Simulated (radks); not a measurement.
The numbers below are computed, except where a source is named.
Species: Pr III. Configuration: [Xe] 4f3.

Level of theory: Dirac Kohn-Sham, LDA (Slater exchange, Perdew-Wang correlation), spin-unpolarised, spherical densities, point nucleus; open shells fill j = l - 1/2 first (a radial shooting solver on a logarithmic mesh with Libxc functionals).

Energy parts (eV):
total: -251304.89
kinetic: 270261.06
electron-nucleus: -612706.15
Hartree: 96843.47
exchange-correlation: -5703.27

Orbitals (lengths in bohr, moments of r in powers of bohr; <r^-3> diverges for s and p1/2; r(max) is where P^2 peaks):
orbital  occ.  eigenvalue (eV)  <r^-3>      <r^2>   r(max)   <1/r>  small-component weight
1s1/2       2        -41750.12       -  0.0007906  0.01542   64.65                4.77e-02
2s1/2       2        -6725.219       -    0.01249  0.08748   15.27                1.04e-02
2p1/2       2        -6359.335       -   0.009138  0.06651   15.26                1.04e-02
2p3/2       4        -5877.684    7504    0.01039  0.07187   13.77                9.79e-03
3s1/2       2        -1460.092       -    0.08488   0.2496   5.519                3.20e-03
3p1/2       2        -1304.186       -    0.07976   0.2362   5.436                3.15e-03
3p3/2       4        -1208.808    1527    0.08723   0.2478   5.062                2.97e-03
3d3/2       4        -935.8168   251.8    0.07102   0.1985   4.933                2.85e-03
3d5/2       6        -915.2365   228.2    0.07313   0.2017   4.838                2.80e-03
4s1/2       2        -299.8234       -     0.4383   0.5794   2.293                9.95e-04
4p1/2       2        -241.5044       -     0.4672   0.5876   2.188                9.27e-04
4p3/2       4        -220.8471   331.3     0.5091   0.6127   2.063                8.65e-04
4d3/2       4        -124.9621   45.25     0.6063   0.6312   1.841                7.15e-04
4d5/2       6        -121.3425   40.55     0.6233   0.6395   1.810                6.98e-04
5s1/2       2         -51.8776       -      2.545    1.351  0.8845                2.13e-04
5p1/2       2         -36.2553       -      3.249    1.482  0.7772                1.68e-04
5p3/2       4         -33.3897   45.51      3.586    1.555  0.7335                1.53e-04
4f5/2       3         -14.2125   4.414      1.748   0.6907   1.204                3.42e-04
4f7/2       0         -13.8642   4.269      1.804   0.6962   1.190                3.35e-04

The highest occupied level is 4f5/2 at -14.212 eV. The density falls to 0.001 e/bohr^3 at r = 3.64 bohr. For comparison, the ionisation energy in NIST's Atomic Spectra Database is 21.624 eV (measured). In exact Kohn-Sham theory the highest level is minus the ionisation energy, but local and semilocal functionals leave it too shallow, through self-interaction and a potential that decays too fast; potentials with the right tail come closer.

Beside tabulated values, note that spin-unpolarised runs miss the spin-polarisation part of the exchange energy of open shells.
